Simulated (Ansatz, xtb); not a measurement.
**Relative energy of two isomers of CH2FInSi**

Structure X: `F/[SiH]=[CH]/[In]`, a singlet. Structure Y: `F/[SiH]=[CH]\[In]`, a singlet. Both are isolated molecules in the gas phase, relaxed with PBE0-D3(BJ)/def2-SVP.

X (Å):

```xyz
6

C    -2.4860   -0.0775   -0.8085
F    -4.7404   -0.2217   -2.7872
In   -0.5163   -0.8824   -0.1560
Si   -3.3125   -0.6714   -2.1580
H    -2.8228   -1.7663   -3.0279
H    -2.9072    0.7394   -0.2049
```

Y (Å):

```xyz
6

C    -2.3426   -0.4631   -0.7598
F    -3.5825    0.2656   -3.2534
In   -1.5291    1.5724   -0.3733
Si   -3.2540   -0.8632   -2.1287
H    -3.9023   -2.1025   -2.6291
H    -2.1580   -1.2743   -0.0399
```

Problem. Estimate E(Y) − E(X) at the level CCSD(T)/def2-TZVP.

Solution. Too close to call at this level: CCSD(T)/def2-TZVP gives E(Y) − E(X) = +3.30 kJ/mol.

How the difference moves with the method:

```json
{"level": "PBE0-D3(BJ)/def2-SVP", "geometry": "PBE0-D3(BJ)/def2-SVP", "E(Y) − E(X) (kJ/mol)": "+1.68", "departure from the last row (kJ/mol)": "−1.62", "job, with rough time for the two": "optimisation, 22 s"}
{"level": "HF/def2-TZVP", "geometry": "PBE0-D3(BJ)/def2-SVP", "E(Y) − E(X) (kJ/mol)": "+1.44", "departure from the last row (kJ/mol)": "−1.86", "job, with rough time for the two": "part of the CCSD(T) run"}
{"level": "MP2/def2-TZVP", "geometry": "PBE0-D3(BJ)/def2-SVP", "E(Y) − E(X) (kJ/mol)": "+3.94", "departure from the last row (kJ/mol)": "+0.64", "job, with rough time for the two": "part of the CCSD(T) run"}
{"level": "CCSD(T)/def2-TZVP", "geometry": "PBE0-D3(BJ)/def2-SVP", "E(Y) − E(X) (kJ/mol)": "+3.30", "departure from the last row (kJ/mol)": "", "job, with rough time for the two": "single point, 36 s"}
```

As drawn, both hold the same kinds of bond in the same numbers.

The largest departure from CCSD(T)/def2-TZVP is that of HF/def2-TZVP, 1.86 kJ/mol. Levels run at GFN2-xTB geometries aren't shown.

With harmonic frequencies from PBE0-D3(BJ)/def2-SVP (ideal gas, rigid rotor, one conformer each, 298.15 K, 1 atm): on the last row, ΔE + ΔZPE = +2.87, ΔH = +2.57, ΔG = +2.54 kJ/mol.

The correlated steps freeze 11 core orbitals; the filled d shell of In is correlated, in a basis made for valence electrons. Atoms past krypton carry core potentials in the def2 sets and no spin–orbit term is included. Run with Ansatz 0.2.0; the last row on 2 threads of Intel(R) Xeon(R) 6975P-C (Granite Rapids) on a shared host.
